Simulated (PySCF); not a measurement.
A PySCF script (with the pyscf-properties extension) for the NMR shieldings of 4,5-dimethyl-1-hexene (C=CC[C@@H](C)C(C)C, C8H16), on a PBE0-D3(BJ)/def2-SVP geometry:

```python
import basis_set_exchange as bse
import numpy as np
from pyscf import gto, dft
from pyscf.prop import nmr

atoms = """
C     3.445760    0.209520    0.333445
C     2.316623    0.591481   -0.265483
C     0.951346    0.560946    0.343868
C    -0.044581   -0.308194   -0.440356
C     0.348213   -1.779721   -0.378511
C    -1.511646   -0.079553   -0.017062
C    -1.755528   -0.283383    1.475716
C    -2.034328    1.280681   -0.468199
H     3.443333   -0.169281    1.360923
H     4.411978    0.263501   -0.175107
H     2.368001    0.959890   -1.299195
H     1.021390    0.206697    1.385749
H     0.566752    1.595360    0.388577
H     0.018634    0.003882   -1.500112
H    -0.317831   -2.396688   -1.001391
H     0.298159   -2.167477    0.651757
H     1.379809   -1.928784   -0.730478
H    -2.099620   -0.846081   -0.554584
H    -1.376423   -1.253708    1.830255
H    -1.272309    0.505018    2.074645
H    -2.832379   -0.248299    1.701874
H    -1.516612    2.107557    0.044496
H    -3.107478    1.384827   -0.244862
H    -1.901563    1.424292   -1.552014
"""
names = dict.fromkeys(["C", "H"], "pcSseg-1")
basis = {el: gto.basis.parse(bse.get_basis(n, elements=[el], fmt="nwchem")) for el, n in names.items()}
mol = gto.M(atom=atoms, basis=basis, charge=0, verbose=0)
mf = dft.RKS(mol, xc="PBE")
mf.grids.level = 2
mf.grids.alignment = dft.numint.BLKSIZE   # the property module wants whole blocks of grid points
mf.conv_tol = 1e-9
mf.kernel()

calc = nmr.RKS(mf)   # GIAO
sigma = calc.kernel()   # uncoupled for a functional without exact exchange
for i, s in enumerate(sigma):   # ppm
    print("%2d %-2s %9.2f" % (i, mol.atom_pure_symbol(i), np.trace(s) / 3))
```

Q: What are the results?

A: 
```
 0 C      58.48
 1 C      31.50
 2 C     140.97
 3 C     137.14
 4 C     159.64
 5 C     142.52
 6 C     163.94
 7 C     156.02
 8 H      25.92
 9 H      25.93
10 H      25.34
11 H      29.84
12 H      28.79
13 H      29.94
14 H      30.54
15 H      30.42
16 H      29.79
17 H      29.66
18 H      30.05
19 H      30.74
20 H      30.48
21 H      30.09
22 H      30.14
23 H      30.27
```

These numbers come from an equivalent density-fitted implementation of the same equations, which agrees with the script to about 0.01 ppm for H and up to a few tenths of a ppm for heavy atoms, so last digits may differ.

Q: Turn these shieldings into chemical shifts. Chemical shifts δ = σref − σ; 13C (180.03 ppm) and 1H (31.20 ppm) against TMS, all at this level.

A: Averaging equivalent atoms: C 1: 148.5; C 0: 121.6; C 3: 42.9; C 2: 39.1; C 5: 37.5; C 7: 24.0; C 4: 20.4; C 6: 16.1; H 10: 5.86; H 8: 5.28; H 9: 5.26; H 12: 2.41; H 17: 1.53; H 11: 1.35; H 13: 1.25; H 21/22/23: 1.03; H 14/15/16: 0.94; H 18/19/20: 0.77 ppm. 

Size and cost of the density-fitted run: 216 basis functions, 61 s wall time on 1 thread of an Arm Neoverse V1, shared host.
